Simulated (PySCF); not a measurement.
Cl2H4OSi2, SMILES [SiH2](O[SiH2]Cl)Cl. Coordinates come from a B3LYP-D3(BJ)/def2-SVP optimisation. One conformer was computed; it need not be the lowest.

Q: Give the equilibrium geometry at B3LYP-D3(BJ)/def2-SVP (PySCF confirms it by a frequency run) as bond lengths and angles, and its point group. (The exact figures need the calculation; the answer reports its results.)

A: One answer among several that fit: point group C2.
Atoms: Si1 Cl2 O3 Si4 Cl5 H6 H7 H8 H9. Bond lengths (Å): Si1–Cl2 2.075, Si1–O3 1.656, Si1–H6 1.481, Si1–H7 1.479, O3–Si4 1.656, Si4–Cl5 2.075, Si4–H8 1.479, Si4–H9 1.481. Angles (°): Cl2–Si1–O3 109.0, Cl2–Si1–H6 108.2, Cl2–Si1–H7 108.8, O3–Si1–H6 110.4, O3–Si1–H7 108.0, H6–Si1–H7 112.4, Si1–O3–Si4 141.7, O3–Si4–Cl5 109.0, O3–Si4–H8 108.0, O3–Si4–H9 110.4, Cl5–Si4–H8 108.8, Cl5–Si4–H9 108.2, H8–Si4–H9 112.4.
